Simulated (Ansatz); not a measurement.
A nudged elastic band was laid between two geometries of H6InNSiSn (10 atoms, charge 0, multiplicity 1).

The calculation used RKS PBE-D4/def2-SVP (Ansatz 0.2.0).

| Property | Result |
| --- | --- |
| movable images | 9 |
| climbing image | yes |
| spring | 5.0 eV/Å² |
| optimiser | quadratic models (default) |
| start path | through a guess of the saddle point |
| force threshold | 0.05 eV/Å |
| iteration limit | 44 |
| end points | relaxed |

Initial state:

```xyz
10
Properties=species:S:1:pos:R:3
Sn -0.949 1.366 0.461
N 0.070 -0.024 -0.681
Si 0.919 -1.354 0.066
In 0.122 0.094 -2.839
H -1.653 2.451 -0.697
H -2.190 0.595 1.394
H 0.144 2.225 1.495
H 0.034 -2.290 0.861
H 2.042 -0.938 0.992
H 1.544 -2.176 -1.049
```

Final state:

```xyz
10
Properties=species:S:1:pos:R:3
Sn -1.020 1.190 0.590
N -0.280 -0.457 -0.482
Si 0.815 -1.709 0.477
In 1.672 -0.077 -1.838
H -2.508 1.640 -0.158
H -1.215 0.743 2.246
H 0.189 2.412 0.409
H -1.069 -0.931 -0.948
H 1.982 -0.628 0.574
H 1.516 -2.233 -0.868
```

**Question.** What changes between the two ends?

**Answer.** Bonds broken: Si3–H8. Bonds formed: N2–H8.

**Question.** Give the energies along the band, and the barrier.

**Answer.** It converged. The highest image is number 2 of 0 to 10, 238.5 kJ/mol above the first end and 184.7 kJ/mol above the last; the last end lies 53.8 kJ/mol above the first. Neighbouring images differ by up to 2.4 eV, so the band resolves the path poorly. A vibrational analysis at the climbing image gives one clearly imaginary mode, 1420i cm⁻¹: a first-order saddle point. The orbitals stay closed-shell, which can raise the energy where a bond breaks towards radicals; this wasn't checked here.

```json
{"image": "0", "path coordinate (Å)": "0.00", "energy (kJ/mol)": "0.0", "Si3–H8 (Å)": "1.51", "N2–H8 (Å)": "2.74"}
{"image": "1", "path coordinate (Å)": "1.17", "energy (kJ/mol)": "7.9", "Si3–H8 (Å)": "1.50", "N2–H8 (Å)": "2.62"}
{"image": "2", "path coordinate (Å)": "2.34", "energy (kJ/mol)": "238.5", "Si3–H8 (Å)": "1.58", "N2–H8 (Å)": "1.47"}
{"image": "3", "path coordinate (Å)": "2.76", "energy (kJ/mol)": "150.0", "Si3–H8 (Å)": "1.89", "N2–H8 (Å)": "1.08"}
{"image": "4", "path coordinate (Å)": "3.19", "energy (kJ/mol)": "87.6", "Si3–H8 (Å)": "2.23", "N2–H8 (Å)": "1.03"}
{"image": "5", "path coordinate (Å)": "3.61", "energy (kJ/mol)": "66.7", "Si3–H8 (Å)": "2.41", "N2–H8 (Å)": "1.03"}
{"image": "6", "path coordinate (Å)": "4.03", "energy (kJ/mol)": "59.1", "Si3–H8 (Å)": "2.46", "N2–H8 (Å)": "1.03"}
{"image": "7", "path coordinate (Å)": "4.46", "energy (kJ/mol)": "55.4", "Si3–H8 (Å)": "2.48", "N2–H8 (Å)": "1.03"}
{"image": "8", "path coordinate (Å)": "4.88", "energy (kJ/mol)": "54.5", "Si3–H8 (Å)": "2.48", "N2–H8 (Å)": "1.03"}
{"image": "9", "path coordinate (Å)": "5.30", "energy (kJ/mol)": "54.0", "Si3–H8 (Å)": "2.48", "N2–H8 (Å)": "1.03"}
{"image": "10", "path coordinate (Å)": "5.72", "energy (kJ/mol)": "53.8", "Si3–H8 (Å)": "2.49", "N2–H8 (Å)": "1.03"}
```

**Question.** What is the geometry of the highest image?

**Answer.** 
```xyz
10
Properties=species:S:1:pos:R:3:forces:R:3
Sn -1.001 1.280 0.512 0.00 0.00 -0.01
N -0.174 -0.270 -0.606 0.02 -0.01 0.03
Si 0.980 -1.555 0.224 -0.02 0.02 -0.01
In 0.800 -0.088 -2.587 0.00 0.00 -0.01
H -2.096 2.113 -0.535 0.00 0.00 0.00
H -1.836 0.570 1.853 0.00 0.00 0.00
H 0.243 2.348 1.076 0.00 0.00 0.00
H -0.594 -1.506 0.071 -0.01 -0.01 -0.01
H 2.071 -0.873 1.045 0.00 0.00 0.00
H 1.690 -2.071 -1.050 0.01 0.00 -0.01
```

Run time: 15 min on 2 threads of Intel(R) Xeon(R) Platinum 8259CL CPU @ 2.50GHz (Skylake/Cascade Lake), with other jobs on the host, peak memory 0.2 GiB.
